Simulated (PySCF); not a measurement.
# Pb⁺ (lead, charge +1) across methods

[Xe] 4f14 5d10 6s1 6p2, high-spin 4P determinant (an excited configuration). All numbers are calculated (PySCF 2.14, a scalar-relativistic core potential, in def2-QZVPPD with the def2 core potential (60 electrons)). The B2PLYP total includes its PT2 part (frozen core); its orbital energies are those of the SCF part.

| method | E (hartree) | mean ε 5d β (eV) | mean ε 6s α (eV) | mean ε 6p α (eV) | Σ⟨r²⟩ (bohr²) | ⟨S²⟩ |
| --- | --- | --- | --- | --- | --- | --- |
| PBE0 | -192.2964 | -32.271 | -22.583 | -12.464 | 52.39 | 3.753 |
| LC-wPBE | -192.3340 | -34.935 | -25.805 | -15.048 | 52.12 | 3.753 |
| PBE | -192.3114 | -30.000 | -21.041 | -11.427 | 52.57 | 3.752 |
| B3LYP | -192.3528 | -31.873 | -22.169 | -12.146 | 52.55 | 3.751 |
| B2PLYP | -191.9826 | -34.433 | -23.856 | -13.274 | 52.58 | 3.753 |
| revPBE | -192.3712 | -29.952 | -20.983 | -11.396 | 52.51 | 3.752 |
| UHF | -191.37334 | -38.065 | -26.323 | -15.062 | 52.78 | 3.756 |
| LDA | -191.9979 | -30.118 | -21.311 | -11.539 | 52.60 | 3.751 |
| r2SCAN | -192.3842 | -30.573 | -21.663 | -11.781 | 52.15 | 3.755 |

Energies and moments cover only the electrons outside the core potential. Spin-orbit coupling is strong in this species (close to jj coupling), so the high-spin LS determinant is a model state, not a physical level.
